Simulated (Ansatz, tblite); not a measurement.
Spin states of the cluster KCl₂⁻, each relaxed with PBE0-D4/def2-TZVPD in Ansatz. Electronic energies in the gas phase.

The xTB rows come from tblite. Correlated methods freeze 15 core orbitals; core or outer-core shells of K are correlated, in sets that lack core-valence functions. HOMO above LUMO, or a gap near zero within one spin, warns that the state may not be the lowest or that an electron is smeared out. The structure comes from a short search, and lower isomers may exist.

Singlet geometry (D∞h within 0.1 Å):

```xyz
3

K     0.0019    0.0006    0.0004
Cl   -1.0208    2.3326    1.3254
Cl    1.0189   -2.3332   -1.3258
```

Triplet geometry (C2v within 0.1 Å):

Cartesian coordinates in Å:
```
K -0.8572 0.2680 -0.9099
Cl 2.1926 1.0285 -0.8644
Cl -1.3354 -1.2966 1.7744
```

Quintet geometry (D∞h within 0.1 Å):

```xyz
3

K     0.000    0.000    0.000
Cl   -2.799    1.324    2.637
Cl    2.798   -1.324   -2.637
```

⟨S²⟩: triplet 2.01 at PBE0-D4/def2-TZVPD (pure 2.00), quintet 6.01 at PBE0-D4/def2-TZVPD (pure 6.00).

Run but left out: LDA (SPW92)/def2-TZVPD (triplet: an occupied level 0.06 eV above an empty one); GFN2-xTB (tight binding far off the other levels); LDA (SPW92)/def2-TZVPD (quintet: an occupied level 0.03 eV above an empty one).

Only these spin states were relaxed. The quintet has other bonds than the singlet, so the gap mixes isomer and spin.

Estimate which spin state lies lowest at each of these levels, and by how much: GFN1-xTB; HF/STO-3G; HF/def2-TZVPD; HF/def2-TZVPPD; PBE-D4/def2-TZVPD; r2SCAN-D4/def2-TZVPD; PBE0-D4/def2-TZVPD; r2SCAN0-D4/def2-TZVPD; BHLYP-D4/def2-TZVPD; ωB97M-V/def2-TZVPD; RPA@PBE/def2-TZVPD; MP2/def2-TZVPD; MP2/def2-TZVPPD; CCSD/def2-TZVPPD; CCSD(T)/def2-TZVPPD.


| level | triplet − singlet (kJ/mol) | quintet − singlet (kJ/mol) | lowest of these | remarks |
| --- | --- | --- | --- | --- |
| GFN1-xTB | 653.5 | 1415.9 | singlet | – |
| HF/STO-3G | 533.0 | 1304.8 | singlet | HOMO above zero (quintet), HOMO above zero (triplet) |
| HF/def2-TZVPD | 379.4 | 748.9 | singlet | HOMO above zero (quintet) |
| HF/def2-TZVPPD | 379.3 | 748.7 | singlet | HOMO above zero (quintet) |
| PBE-D4/def2-TZVPD | 371.8 | 941.3 | singlet | HOMO above zero (quintet), HOMO above zero (triplet), gap within one spin near zero (triplet) |
| r2SCAN-D4/def2-TZVPD | 400.7 | 965.0 | singlet | HOMO above zero (quintet), HOMO above zero (triplet), gap within one spin near zero (triplet) |
| PBE0-D4/def2-TZVPD | 418.0 | 936.0 | singlet | HOMO above zero (quintet), HOMO above zero (triplet) |
| r2SCAN0-D4/def2-TZVPD | 438.1 | 952.4 | singlet | HOMO above zero (quintet), HOMO above zero (triplet) |
| BHLYP-D4/def2-TZVPD | 456.8 | 930.3 | singlet | HOMO above zero (quintet), HOMO above zero (triplet) |
| ωB97M-V/def2-TZVPD | 505.1 | 1011.4 | singlet | HOMO above zero (quintet) |
| RPA@PBE/def2-TZVPD | 313.7 | 882.7 | singlet | – |
| MP2/def2-TZVPD | 488.2 | 969.1 | singlet | HOMO above zero (quintet) |
| MP2/def2-TZVPPD | 488.5 | 969.6 | singlet | HOMO above zero (quintet) |
| CCSD/def2-TZVPPD | 465.6 | 923.0 | singlet | HOMO above zero (quintet) |
| CCSD(T)/def2-TZVPPD | 472.0 | 937.0 | singlet | HOMO above zero (quintet) |

Change of the quintet − singlet gap on mixing in exact exchange, in kJ/mol: PBE to PBE0 (25 % exact exchange) -5.2; r2SCAN to r2SCAN0 (25 % exact exchange) -12.6. The xTB methods have no term that favours high spin, so they put low spin too low.
